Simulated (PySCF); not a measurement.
Compound: C5H8O4Si.
Structure used (GFN2-xTB), in Å, numbered top down from 1:
```xyz
18
C5H8O4Si angstrom
O      4.349   -0.432   -0.018
C      3.605    0.268    0.599
O      2.275    0.236    0.582
C      1.656   -0.697   -0.229
C      0.337   -0.806   -0.277
C     -0.615    0.041    0.512
C     -1.183    1.192   -0.368
O     -2.444    0.808   -0.820
Si    -3.051   -0.452    0.038
O     -1.708   -0.722    0.939
H      3.920    1.068    1.288
H      2.335   -1.311   -0.807
H     -0.114   -1.542   -0.921
H     -0.110    0.448    1.394
H     -0.538    1.387   -1.229
H     -1.275    2.108    0.225
H     -4.116   -0.056    0.942
H     -3.334   -1.532   -0.894
```

Probes without a nucleus sit at each ring's centroid and 1 Å off its mean plane on both sides; NICS is minus the shielding there, NICSzz its component along the normal. Level: GIAO PBE0/pcSseg-1 (PySCF, non-relativistic, gas phase) on the GFN2-xTB geometry, one conformer.

Ring bond lengths (Å), with Mayer bond orders in brackets: C6–C7 1.556 (0.99), C7–O8 1.394 (0.90), O8–Si9 1.641 (0.98), Si9–O10 1.640 (0.98), O10–C6 1.399 (0.86).

Give the NICS values of each ring in ppm.

```tsv
ring	type	NICS(0)	NICS(1), two faces	NICS(1)zz, two faces	rms pucker (Å)	centre to ring atoms, mean (Å)
C6–C7–O8–Si9–O10	5-membered ring with 2 O and Si; formal bonds all single	-7.6	-2.4 / -2.4	-6.5 / -6.0	0.08	1.29
```

What do they say, and how far can they be read as aromaticity?

- C6–C7–O8–Si9–O10: mean NICS(1)zz -6.2 ppm, shielded. C6, C7, Si9 have four or more neighbours, so the value isn't read as a sign of a π ring current. NICS(0) lies 5 ppm below the mean NICS(1).

At the second NICS(1) probe listed for ring C6–C7–O8–Si9–O10, 1 Å off the ring, what do the in-plane components average?

The isotropic value is a third of the trace: (3 × -2.4 − (-6.0))/2 = -0.6 ppm.

List the ring angles and the Hirshfeld charges of the ring atoms.

- C6–C7–O8–Si9–O10: C6 106.9° (+0.040 e), C7 108.0° (+0.001 e), O8 112.1° (-0.245 e), Si9 96.4° (+0.471 e), O10 112.5° (-0.240 e); sum 535.9° against 540° for a flat convex ring.

How shielded are the nuclei of the rings and their hydrogens (means over atoms taken as equivalent)?

| atoms | environment | σ isotropic (ppm) | principal values of the symmetric part, first atom (ppm) |
| --- | --- | --- | --- |
| C6 | sp3 carbon bound to oxygen | 115.4 | 87.3, 106.2, 152.7 |
| C7 | sp3 carbon bound to oxygen | 113.0 | 84.8, 107.7, 146.5 |
| O8 | silyl ether oxygen | 306.9 | 264.0, 268.2, 388.6 |
| Si9 | oxygen-bound silicon | 351.4 | 328.5, 334.6, 391.2 |
| O10 | silyl ether oxygen | 287.5 | 250.7, 275.6, 336.3 |
| H14 | methine hydrogen | 26.27 | 21.9, 25.4, 31.4 |
| H15 | methylene hydrogen | 27.62 | 23.6, 27.5, 31.7 |
| H16 | methylene hydrogen | 27.26 | 22.0, 26.9, 32.9 |
| H17 | Si–H hydrogen | 26.65 | 23.0, 23.5, 33.4 |
| H18 | Si–H hydrogen | 26.58 | 23.1, 23.7, 33.0 |
